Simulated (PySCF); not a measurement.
A structure optimised at PBE0-D3(BJ)/def2-SVP, used in a PySCF frequency run:

```xyz
8

B     -0.5881    -1.0363     0.0000
H     -1.7714    -1.2783     0.0000
I      0.0299     1.0114     0.0000
O      0.3497    -1.9777     0.0000
C      0.0576    -3.3579     0.0000
H      0.5063    -3.8168    -0.8929
H      0.5063    -3.8168     0.8929
H     -1.0281    -3.5434     0.0000
```

Q: Write its SMILES, formula and point group.

A: COBI, CH4BIO, Cs

Q: What are its rotational constants (standard atomic weights)?

A: 41.512, 1.3354, 1.3045 GHz
